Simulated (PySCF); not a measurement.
Bonds (- single, = double, # triple, : aromatic): C1-C2, C2-C3, C2-C4, C4=C5, C5-C6, C6=O7, C6-C8, C8-C9, C9-C4. C1 carries H10, H11, H12; C2 carries H13; C3 carries H14, H15, H16; C5 carries H17; C8 carries H18, H19; C9 carries H20, H21.

Level of theory: GFN2-xTB structure, GIAO PBE0/pcSseg-1 shieldings, in PySCF 2.14 (in vacuum, averaged over atoms made equivalent by symmetry, fast rotation or ring inversion, one computed conformer, no relativistic terms).

Referencing at the same level of theory: TMS for 13C (σref 186.93) and 1H (σref 31.72); 17O (σref 336.08) vs H2O.

```json
{"atoms": "C8", "nucleus": "13C", "count": "1", "Hirshfeld charge": "-0.08", "δ (ppm)": "37.2"}
{"atoms": "C1/C3", "nucleus": "13C", "count": "2", "Hirshfeld charge": "-0.11", "δ (ppm)": "?"}
{"atoms": "C5", "nucleus": "13C", "count": "1", "Hirshfeld charge": "-0.07", "δ (ppm)": "133.8"}
{"atoms": "H17", "nucleus": "1H", "count": "1", "Hirshfeld charge": "0.05", "δ (ppm)": "6.03"}
{"atoms": "C4", "nucleus": "13C", "count": "1", "Hirshfeld charge": "0.05", "δ (ppm)": "196.4"}
{"atoms": "H18/H19", "nucleus": "1H", "count": "2", "Hirshfeld charge": "0.05", "δ (ppm)": "2.32"}
{"atoms": "H13", "nucleus": "1H", "count": "1", "Hirshfeld charge": "0.04", "δ (ppm)": "2.29"}
{"atoms": "O7", "nucleus": "17O", "count": "1", "Hirshfeld charge": "-0.27", "δ (ppm)": "614.8"}
{"atoms": "C2", "nucleus": "13C", "count": "1", "Hirshfeld charge": "-0.02", "δ (ppm)": "?"}
{"atoms": "H20/H21", "nucleus": "1H", "count": "2", "Hirshfeld charge": "0.05", "δ (ppm)": "2.56"}
{"atoms": "H10/H11/H12/H14/H15/H16", "nucleus": "1H", "count": "6", "Hirshfeld charge": "0.04", "δ (ppm)": "1.25"}
{"atoms": "C9", "nucleus": "13C", "count": "1", "Hirshfeld charge": "-0.07", "δ (ppm)": "?"}
{"atoms": "C6", "nucleus": "13C", "count": "1", "Hirshfeld charge": "0.14", "δ (ppm)": "?"}
```

**Question.** Complete the table.

**Answer.** 
- C6: 210.3 ppm, ketone carbonyl carbon; the double bond to the heteroatom, with no lone-pair donor beside it, deshields it most
- C2: 36.7 ppm, allylic sp3 CH; a saturated carbon with 3 carbon neighbours and no heteroatom attached
- C9: 34.3 ppm, allylic sp3 CH2; aliphatic region, no heteroatom directly attached
- C1/C3: 23.9 ppm, methyl carbon; a saturated carbon with 1 carbon neighbour and no heteroatom attached

Shifts are as computed. Against solution values, carbons near 30 ppm lie about +3 ppm off and those near 130 ppm about +5 ppm. Of 1211 compounds with measured shifts, 218 miss one by over three times the rms of a fit or turn the order of signals round; such compounds aren't used in these exercises. Unscaled 17O shifts of doubly bonded oxygen tend to come out too high, by tens of ppm or more. Experimental scales use liquid or dissolved standards, which lie at an offset from isolated H2O (liquid H2O: subtract about 36 ppm).
